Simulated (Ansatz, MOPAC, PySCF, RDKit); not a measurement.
Noncovalent pair: H2O (SMILES O) (first 3 atoms) with HCl (SMILES Cl); geometry from B3LYP-D3(BJ)/def2-TZVP, rigid monomers moved along the line of their centres of mass till O1···H5 is 2.58 Å.
(charge 0, multiplicity 1):
```json
[
 {"atom": "O", "x (Å)": "0.0409", "y (Å)": "0.3323", "z (Å)": "0.2529"},
 {"atom": "H", "x (Å)": "0.7941", "y (Å)": "0.8483", "z (Å)": "-0.0558"},
 {"atom": "H", "x (Å)": "0.1862", "y (Å)": "-0.5672", "z (Å)": "-0.0611"},
 {"atom": "Cl", "x (Å)": "-0.4067", "y (Å)": "0.5106", "z (Å)": "4.1067"},
 {"atom": "H", "x (Å)": "-0.3055", "y (Å)": "0.4717", "z (Å)": "2.8069"}
]
```

Monomers are frozen at their geometry in the pair; levels with a basis set take the counterpoise correction. Rows marked so take none. RDKit's UFF carries no charges.

Rows in 6-31G* carry no dispersion term and start afresh at each structure (6-31G* with six Cartesian d functions). The state that AM1 reach isn't checked.

Run with Ansatz (an electronic-structure program) with Gaussian orbitals; MOPAC for AM1 (differences of heats of formation); PySCF for 6-31G* rows; RDKit for the force fields. 

Task: One of these levels gives 0.00 kcal/mol for the interaction energy. Which one is it?
A) PBE/def2-TZVPPD
B) HF/6-31G* (no counterpoise)
C) AM1
D) UFF

Result: D, UFF. The others give -2.25 (AM1), -4.14 (HF/6-31G* (no counterpoise)), -3.40 (PBE/def2-TZVPPD)
